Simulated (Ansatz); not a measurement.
Program: Ansatz. Geometries: PBE0-D4/def2-TZVP. ΔE: electronic, gas phase. CCSD(T)/CBS is the MP2 limit (def2-TZVPP, def2-QZVPP) plus CCSD(T) − MP2 in def2-TZVPP, frozen cores. This one scheme is used for every species. DFT in def2-TZVPP. HSE06 is defined as in plane-wave codes. For Zn outer-core shells are correlated without core-valence functions, which leaves a few kJ/mol of doubt a bond. Scalar relativity is left out up to krypton. One conformer a species, not always the lowest.

`C[C](=S)[ZnH]` + `N=CO` → `O/C=[N]/[ZnH]` + `CC=S`  (ligand exchange at a Zn–C bond)

`C[C](=S)[ZnH]`:

```xyz
8

C     0.063   -0.572   -1.105
C    -0.215   -0.165    0.290
S    -1.152   -1.035    1.306
Zn    0.274    1.315    1.448
H    -0.260    0.221   -1.789
H     1.146   -0.661   -1.252
H    -0.424   -1.513   -1.375
H     0.569    2.410    2.477
```

`N=CO`:

Cartesian coordinates in Å:
```
N -0.772 -0.457 0.519
C 0.223 -0.126 -0.175
O 0.594 1.149 -0.321
H -0.905 -1.463 0.518
H 0.894 -0.785 -0.730
H -0.034 1.681 0.189
```

`O/C=[N]/[ZnH]`:

```xyz
7

O     0.436    0.761    1.878
C     0.348    0.575    0.544
N    -0.246   -0.392    0.023
Zn   -0.531   -0.907   -1.696
H    -0.038    0.018    2.280
H     0.875    1.401    0.050
H    -0.845   -1.455   -3.080
```

`CC=S`:

Cartesian coordinates in Å:
```
C -0.319 0.269 -0.529
C 0.335 -0.373 0.636
S 1.670 0.133 1.376
H -1.353 0.530 -0.275
H -0.383 -0.445 -1.358
H 0.216 1.161 -0.852
H -0.165 -1.275 1.001
```

```json
{"level": "B97M-V", "ΔE (kJ/mol)": "-28.7"}
{"level": "PBE0-D4", "ΔE (kJ/mol)": "-26.8"}
{"level": "revPBE", "ΔE (kJ/mol)": "-29.4"}
{"level": "HSE06", "ΔE (kJ/mol)": "-28.3"}
{"level": "CCSD(T)/def2-SVP", "ΔE (kJ/mol)": "-32.4"}
{"level": "SCS-MP2/def2-TZVPP", "ΔE (kJ/mol)": "-37.7"}
{"level": "HF/def2-QZVPP", "ΔE (kJ/mol)": "-38.9"}
{"level": "HF/CBS(def2)", "ΔE (kJ/mol)": "-39.0"}
```

(1) What does CCSD(T)/CBS give? (Best estimate.)

(2) What do rigid-rotor, harmonic-oscillator terms from PBE0-D4/def2-TZVP frequencies (298.15 K, 1 bar) make of the CCSD(T)/CBS value? (An estimate is asked.)

Largest T1 diagnostic among the species: 0.019.

Results:

(1) Ansatz gave: -29.2 kJ/mol. The listed levels differ from it by 0.5, 2.4, -0.2, 0.9, -3.2, -8.5, -9.7, -9.8 kJ/mol.

(2) The calculation gave: ΔZPE = -1.5 kJ/mol, ΔH = -30.8 kJ/mol, ΔS = -1 J/(mol·K), ΔG = -30.5 kJ/mol.

At CCSD(T), def2-SVP lies −3.2 kJ/mol from the extrapolated value and def2-TZVPP −2.1 kJ/mol. The D4 term adds +3.2 kJ/mol with B3LYP and +1.7 kJ/mol with PBE0; it sums over pairs of atoms, weighted by their polarisabilities, and B3LYP, whose exchange is more repulsive, gets the larger term. Leaving LDA and LC-ωPBE aside and taking each functional with its dispersion term where it has one, the values, not all of them listed here, spread over 9.6 kJ/mol, from CAM-B3LYP-D4 to PBE-D4. LDA lies +3.0 kJ/mol from PBE without D4.

CCSD(T)/CBS has its own doubt, a few kJ/mol and more with outer-core shells, so smaller differences from it don't rank the levels.

B3LYP here is the variant with VWN-RPA as its local correlation; programs differ in this.
